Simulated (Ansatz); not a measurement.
C₉H₂₁ClGeO₃⁺, that is GeCl(OiPr)3 with one electron fewer. The state is a doublet with charge 1. Geometry r2SCAN-D4/def2-SVP, that of the neutral singlet; atoms count from 1.

```xyz
35

Ge   -0.224   -0.516   -0.889
Cl   -1.190   -1.917   -2.208
O    -0.749   -0.881    0.756
C    -0.737   -2.216    1.290
C    -1.650   -2.205    2.502
C     0.687   -2.638    1.624
H    -1.153   -2.907    0.530
H    -1.267   -1.499    3.256
H    -1.708   -3.206    2.956
H    -2.664   -1.889    2.216
H     1.327   -2.606    0.729
H     1.116   -1.958    2.377
H     0.705   -3.663    2.027
O    -0.678    1.140   -1.231
C    -2.046    1.581   -1.110
C    -2.255    2.652   -2.165
C    -2.297    2.077    0.305
H    -2.722    0.729   -1.326
H    -1.564    3.492   -1.988
H    -3.287    3.034   -2.136
H    -2.056    2.247   -3.168
H    -2.115    1.270    1.031
H    -1.619    2.915    0.535
H    -3.336    2.427    0.418
O     1.502   -0.658   -1.169
C     2.364    0.468   -0.890
C     3.710    0.131   -1.500
C     2.438    0.728    0.607
H     1.945    1.361   -1.392
H     4.127   -0.771   -1.023
H     4.419    0.962   -1.361
H     3.605   -0.067   -2.576
H     1.441    0.946    1.023
H     2.843   -0.153    1.129
H     3.088    1.591    0.819
```

Single mean-field runs in def2-TZVP are fitted with def2-universal-jkfit.

(1) Estimate the Mulliken populations of the heavy atoms from the PBE0/def2-TZVP orbitals of Ansatz.

(2) Where does the spin sit?

(3) And the Mayer bond orders between heavy atoms (over 0.3)?

Answers

(1) 
| atom | charge (e) | spin (α − β) |
| --- | --- | --- |
| Ge1 | 0.77 | -0.05 |
| Cl2 | -0.19 | 0.01 |
| O3 | -0.22 | 0.26 |
| C4 | 0.03 | 0.01 |
| C5 | -0.35 | 0.02 |
| C6 | -0.37 | 0.07 |
| O14 | -0.29 | 0.13 |
| C15 | 0.05 | 0.01 |
| C16 | -0.34 | 0.01 |
| C17 | -0.36 | 0.04 |
| O25 | -0.20 | 0.33 |
| C26 | 0.02 | 0.01 |
| C27 | -0.34 | 0.01 |
| C28 | -0.37 | 0.07 |
Mulliken values depend strongly on the basis.

(2) Summed by element: Ge -0.05, Cl 0.01, O 0.72, C 0.25, H 0.07, of 1 unpaired in all. Largest on single atoms: O25 0.33, O3 0.26, O14 0.13.

(3) Ge1–Cl2 1.13 (2.15 Å); Ge1–O3 0.98 (1.76 Å); Ge1–O14 1.07 (1.75 Å); Ge1–O25 1.01 (1.75 Å); O3–C4 0.91 (1.44 Å); C4–C5 1.00 (1.52 Å); C4–C6 0.95 (1.52 Å); O14–C15 0.88 (1.44 Å); C15–C16 1.02 (1.52 Å); C15–C17 0.98 (1.52 Å); O25–C26 0.91 (1.45 Å); C26–C27 1.01 (1.52 Å); C26–C28 0.94 (1.52 Å).
